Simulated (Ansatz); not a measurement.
One change: `[F][Ti]([F])([F])[Br]` becomes `[F][Hf]([F])([F])[Br]`.

Ansatz, PBE0-D4/def2-TZVP geometries, multiplicity 1. 

Elements past krypton have def2 core potentials. Scalar relativity is left out up to krypton.

| property | `[F][Ti]([F])([F])[Br]` |
| --- | --- |
| ideal-gas entropy at 298 K and 1 bar (rigid rotor, harmonic PBE0-D4/def2-TZVP) / J/(mol·K) | 341 |
| HOMO energy (B3LYP/def2-TZVPP) / eV | -9.19 |
| LUMO energy (B3LYP/def2-TZVPP) / eV | -3.65 |
| LUMO energy (ωB97M-V/def2-TZVPP) / eV | -1.11 |
| size of the dipole moment (PBE/def2-TZVPP) / D | 0.26 |
| HOMO–LUMO gap (PBE/def2-TZVPP) / eV | 3.89 |

(1) Give the same properties after the change, and the shifts. (Estimate.)

## Answers

(1) The calculation gave: 
```json
{"property": "ideal-gas entropy at 298 K and 1 bar (rigid rotor, harmonic PBE0-D4/def2-TZVP) / J/(mol·K)", "`[F][Hf]([F])([F])[Br]`": "363", "shift": "22"}
{"property": "HOMO energy (B3LYP/def2-TZVPP) / eV", "`[F][Hf]([F])([F])[Br]`": "-9.01", "shift": "0.18"}
{"property": "LUMO energy (B3LYP/def2-TZVPP) / eV", "`[F][Hf]([F])([F])[Br]`": "-1.47", "shift": "2.18"}
{"property": "LUMO energy (ωB97M-V/def2-TZVPP) / eV", "`[F][Hf]([F])([F])[Br]`": "0.43", "shift": "1.54"}
{"property": "size of the dipole moment (PBE/def2-TZVPP) / D", "`[F][Hf]([F])([F])[Br]`": "0.00", "shift": "-0.26"}
{"property": "HOMO–LUMO gap (PBE/def2-TZVPP) / eV", "`[F][Hf]([F])([F])[Br]`": "5.88", "shift": "1.99"}
```

With PBE0 the HOMO rises by 0.15 eV and the LUMO rises by 2.14 eV, so the gap widens by about 1.99 eV. PBE moves the HOMO by 0.16 eV and ωB97M-V by 0.13 eV.

B3LYP here is the variant with VWN-RPA as its local correlation; programs differ in this.

Spin–orbit coupling is left out; it splits and shifts lone-pair levels of the heavy atoms by tenths of an eV.
